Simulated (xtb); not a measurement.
Input file for xtb: GFN1-xTB on BH3Se (SMILES B[SeH]), a point of a torsion scan.

```
$ xtb mol.xyz --gfn 1 --sp --chrg 0 --uhf 0
5

B     -0.64669290    -0.01804572    -0.00099392
Se     1.17057935    -0.58827846     0.46938562
H     -1.42896408    -0.82373272    -0.31624012
H     -0.94226315     1.10155033     0.13938270
H      1.67674571    -0.48117315    -0.86916699
```

Program output:

```
[...]
           -------------------------------------------------
          |                Calculation Setup                |
           -------------------------------------------------



           -------------------------------------------------
          |                 G F N 1 - x T B                 |
           -------------------------------------------------

        Reference                      10.1021/acs.jctc.7b00118
      * Hamiltonian:
        H0-scaling (s, p, d)           1.850000    2.250000    2.000000
        zeta-weighting                 0.000000
      * Dispersion:
        s8                             2.400000
        a1                             0.630000
        a2                             5.000000
        s9                             0.000000
      * Repulsion:
        kExp                           1.500000
        rExp                           1.000000
      * Coulomb:
        alpha                          2.000000
        third order                    atomic
        anisotropic                    false
      * Halogen bond correction:
        rad-scale                      1.300000
        damping                        0.440000


          ...................................................
          :                      SETUP                      :
          :.................................................:
          :  # basis functions                  20          :
          :  # atomic orbitals                  19          :
          :  # shells                           11          :
          :  # electrons                        12          :
          :  # halogen bonds                     0          :
          :  max. iterations                   250          :
          :  Hamiltonian                  GFN1-xTB          :
          :  restarted?                      false          :
          :  GBSA solvation                  false          :
          :  PC potential                    false          :
          :  electronic temp.          300.0000000     K    :
          :  accuracy                    1.0000000          :
          :  -> integral cutoff          0.2500000E+02      :
          :  -> integral neglect         0.1000000E-07      :
          :  -> SCF convergence          0.1000000E-05 Eh   :
          :  -> wf. convergence          0.2000000E-04 e    :
          :  Broyden damping             0.4000000          :
          :  net charge                          0          :
          :  unpaired electrons                  0          :
          ...................................................

 iter      E             dE          RMSdq      gap      omega  full diag
   1     -6.3533348 -0.635333E+01  0.597E+00    2.23       0.0  T
   2     -6.3583041 -0.496933E-02  0.351E+00    2.23       1.0  T
   3     -6.3579004  0.403714E-03  0.115E+00    1.50       1.0  T
   4     -6.3592809 -0.138051E-02  0.905E-01    1.62       1.0  T
   5     -6.3610097 -0.172874E-02  0.156E-01    2.03       1.0  T
   6     -6.3610841 -0.744907E-04  0.185E-02    1.95       2.4  T
   7     -6.3610845 -0.367317E-06  0.105E-02    1.95       4.3  T
   8     -6.3610848 -0.315594E-06  0.116E-03    1.95      38.5  T
   9     -6.3610848 -0.355573E-08  0.190E-04    1.95     235.7  T
  10     -6.3610848 -0.101126E-09  0.571E-06    1.95    7827.0  T

   *** convergence criteria satisfied after 10 iterations ***

         #    Occupation            Energy/Eh            Energy/eV
      -------------------------------------------------------------
         1        2.0000           -0.8506176             -23.1465
         2        2.0000           -0.5622836             -15.3005
         3        2.0000           -0.4933013             -13.4234
         4        2.0000           -0.4756343             -12.9427
         5        2.0000           -0.4318305             -11.7507
         6        2.0000           -0.3634251              -9.8893 (HOMO)
         7                         -0.2916242              -7.9355 (LUMO)
         8                         -0.1433055              -3.8995
         9                         -0.1173087              -3.1921
        10                         -0.0698280              -1.9001
        11                         -0.0643380              -1.7507
       ...                                ...                  ...
        19                          0.7774518              21.1555
      -------------------------------------------------------------
                  HL-Gap            0.0718009 Eh            1.9538 eV
             Fermi-level           -0.3275246 Eh           -8.9124 eV

 SCC (total)                   0 d,  0 h,  0 min,  0.004 sec
 SCC setup                      ...        0 min,  0.000 sec (  2.137%)
 Dispersion                     ...        0 min,  0.000 sec (  0.989%)
 classical contributions        ...        0 min,  0.000 sec (  0.409%)
 integral evaluation            ...        0 min,  0.001 sec ( 25.015%)
 iterations                     ...        0 min,  0.001 sec ( 33.798%)
 molecular gradient             ...        0 min,  0.001 sec ( 34.368%)
 printout                       ...        0 min,  0.000 sec (  3.015%)

         :::::::::::::::::::::::::::::::::::::::::::::::::::::
         ::                     SUMMARY                     ::
         :::::::::::::::::::::::::::::::::::::::::::::::::::::
         :: total energy              -6.318123053185 Eh    ::
         :: gradient norm              0.022433964224 Eh/a0 ::
         :: HOMO-LUMO gap              1.953802578480 eV    ::
         ::.................................................::
         :: SCC energy                -6.361084832710 Eh    ::
         :: -> electrostatic           0.002764789245 Eh    ::
         :: repulsion energy           0.043931159482 Eh    ::
         :: dispersion energy         -0.000969379957 Eh    ::
         :: halogen bond corr.         0.000000000000 Eh    ::
         :: add. restraining           0.000000000000 Eh    ::
         :: total charge              -0.000000000000 e     ::
         :::::::::::::::::::::::::::::::::::::::::::::::::::::

           -------------------------------------------------
          |                Property Printout                |
           -------------------------------------------------

    * Orbital Energies and Occupations

         #    Occupation            Energy/Eh            Energy/eV
      -------------------------------------------------------------
         1        2.0000           -0.8506176             -23.1465
         2        2.0000           -0.5622836             -15.3005
         3        2.0000           -0.4933013             -13.4234
         4        2.0000           -0.4756343             -12.9427
         5        2.0000           -0.4318305             -11.7507
         6        2.0000           -0.3634251              -9.8893 (HOMO)
         7                         -0.2916242              -7.9355 (LUMO)
         8                         -0.1433055              -3.8995
         9                         -0.1173087              -3.1921
        10                         -0.0698280              -1.9001
        11                         -0.0643380              -1.7507
        12                         -0.0585717              -1.5938
        13                         -0.0206613              -0.5622
        14                         -0.0126202              -0.3434
        15                          0.0180557               0.4913
        16                          0.2347717               6.3885
        17                          0.2820463               7.6749
       ...                                ...                  ...
        19                          0.7774518              21.1555
Note: The following floating-point exceptions are signalling: IEEE_DENORMAL
normal termination of xtb
      -------------------------------------------------------------
                  HL-Gap            0.0718009 Eh            1.9538 eV
             Fermi-level           -0.3275246 Eh           -8.9124 eV

  Mulliken/CM5 charges         n(s)   n(p)   n(d)
     1B     0.23131 -0.05906   1.074  1.694  0.000
     2Se   -0.11387 -0.09883   1.921  4.234 -0.041
     3H    -0.08953  0.01956   1.090  0.000  0.000
     4H    -0.08930  0.01978   1.089  0.000  0.000
     5H     0.06139  0.11855   0.939  0.000  0.000

Wiberg/Mayer (AO) data.
largest (>0.10) Wiberg bond orders for each atom

 ---------------------------------------------------------------------------
     #   Z sym  total        # sym  WBO       # sym  WBO       # sym  WBO
 ---------------------------------------------------------------------------
     1   5 B    3.046 --     2 Se   1.036     4 H    0.978     3 H    0.978
     2  34 Se   2.013 --     1 B    1.036     5 H    0.947
     3   1 H    1.006 --     1 B    0.978
     4   1 H    1.006 --     1 B    0.978
     5   1 H    1.001 --     2 Se   0.947
 ---------------------------------------------------------------------------

Topologies differ in total number of bonds
Writing topology from bond orders to xtbtopo.mol

 dipole moment from electron density (au)
     X       Y       Z
  -0.0599   0.0563  -0.2366  total (Debye):    0.637


           -------------------------------------------------
          | TOTAL ENERGY               -6.318123053185 Eh   |
          | GRADIENT NORM               0.022433964224 Eh/α |
          | HOMO-LUMO GAP               1.953802578480 eV   |
           -------------------------------------------------

------------------------------------------------------------------------
------------------------------------------------------------------------
 total:
 SCF:
```

The run finished.

Cost: around 0.020 core-seconds (rough).
